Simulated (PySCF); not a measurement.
All numbers come from B3LYP/[Se def2-SVP, O def2-SVP, I def2-SVP with ECP28], scalar-relativistic core potentials, density fitting, no spin–orbit coupling, PySCF. Open shells, if any, are unrestricted.

What shape and geometry does isolated singlet SeOI2 take (every ligand bound to Se)?

Counting electrons, selenium keeps 2 of its valence electrons outside its bonds, so the VSEPR class is AX3E1 and the expected shape is trigonal pyramidal; with unlike ligands the computed point group is Cs. The lowest minimum found is a singlet of Cs symmetry with Se–I 2.668 Å (×2), Se–O 1.617 Å; I–Se–I 100.9°, I–Se–O 107.5° (×2). Its harmonic wavenumbers are 63 (a'), 151 (a''), 168 (a'), 227 (a'), 231 (a''), 974 (a') cm⁻¹ and its dipole moment is 2.01 D.

Only a few start shapes were tried, so a lower isomer may exist.
